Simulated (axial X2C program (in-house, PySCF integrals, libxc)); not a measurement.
**Worked dissociation energy of AlTe: HF, scalar-relativistic**

All values were computed with an in-house all-electron X2C program for linear molecules (integrals from PySCF). Spin-free means the one-electron spin-free X2C Hamiltonian. Basis: Te dyall-cv3z [11s12p8d4f1g], Al dyall-v3z [8s8p2d1f] (cores contracted in-house); Gaussian nuclei, density fitting, unrestricted open shells. Masses: Te 129.906 u, Al 26.982 u.

Molecular state: M_S = 1/2, Λ = 0 (beyond evenly filled blocks: σα).

```
E(Te) (2M_S = 2, M_L = 0) : -6790.947672 hartree
E(Al) (2M_S = 1, M_L = 0) : -242.317302 hartree
E(AlTe) at Re             : -7033.326451 hartree
ωe                        : 358.0 cm⁻¹
ωexe                      : 2.44 cm⁻¹
```

**Question.** Work out De and D0.

**Answer.** De = -6790.947672 + (-242.317302) − (-7033.326451) = 0.06148 hartree = 1.673 eV. The zero-point energy is ωe/2 − ωexe/4 = 178 cm⁻¹ = 0.022 eV, so D0 = 1.651 eV.

The state is one determinant whose occupation by symmetry is held fixed; it was picked as the lowest of a PBE0 search that is not exhaustive. Dissociation energies refer to the lowest single-determinant-based atoms at the same level and basis. Spin-free De lacks the spin–orbit lowering of the heavy p-block atom, a tenth of an eV or more for 4p and 5p, up to an eV for 6p and one to two eV for 7p atoms, less what an open-shell molecule gains itself.

Hartree–Fock lacks correlation and underbinds, often by eV.

Each atomic determinant is the lowest at this level and need not be a pure term. Totals compare only within one Hamiltonian and basis.
